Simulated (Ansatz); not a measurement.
C₂H₆BrNZn (SMILES C[N](C)[Zn][Br]), singlet, at a GFN2-xTB geometry (such geometries of metal compounds can be far from the true shape); R2SCAN/pcseg-0 in Ansatz (an electronic-structure program).

Ansatz was given this input:
Ansatz 0.2 input:
```yaml
crystal:
  periodic: [false, false, false]
  atoms:
    - {symbol: Zn, position_ang: [0.48228252, 0.07888196, 0.34003228]}
    - {symbol: Br, position_ang: [-0.69122353, 1.59030474, -0.91870608]}
    - {symbol: N, position_ang: [0.22784216, -1.77566375, 0.56399694]}
    - {symbol: C, position_ang: [-0.38038698, -2.23328332, 1.79619028]}
    - {symbol: C, position_ang: [1.25582659, -2.70265332, 0.13968004]}
    - {symbol: H, position_ang: [-0.86980379, -3.19329198, 1.60232927]}
    - {symbol: H, position_ang: [0.34788163, -2.38407216, 2.60461988]}
    - {symbol: H, position_ang: [-1.14050974, -1.52473741, 2.12666727]}
    - {symbol: H, position_ang: [2.03228338, -2.86025887, 0.90034226]}
    - {symbol: H, position_ang: [0.78444180, -3.66969348, -0.06389151]}
    - {symbol: H, position_ang: [1.72252174, -2.34980454, -0.77952360]}
basis:
  gaussian:
    orbitals: pcseg-0.json
hamiltonian:
  xc: r2scan
```
The basis file holds pcseg-0 in the JSON format of the Basis Set Exchange.

Write the output that Ansatz gives for this input, abridged.


```
Functional definition: r2SCAN
975 factors; integrals over basis functions are off by at most 4.8e-4 eV
mean field evaluation 1: about -121914.5970 eV, gradient 6.6e1 eV
mean field evaluation 2: about -121873.9324 eV, gradient 1.3e2 eV
mean field evaluation 4: about -121923.6492 eV, gradient 1.1e1 eV
mean field evaluation 8: about -121923.8680 eV, gradient 2.7e-1 eV
mean field evaluation 16: about -121923.8502 eV, gradient 4.0e-5 eV
mean field -121923.85022572 eV, -4480.6188528413 hartree, gradient 4.1e-5 eV, S^2 0.000000; 0 other end points of the search recorded, 0 dependent functions left out
reference -121923.85023776 eV, -4480.6188532836 hartree; 45, 45 occupied and 40, 40 virtual orbitals, 975 factors
Total energy: -121923.85023776 eV, -4480.6188532836 hartree
```
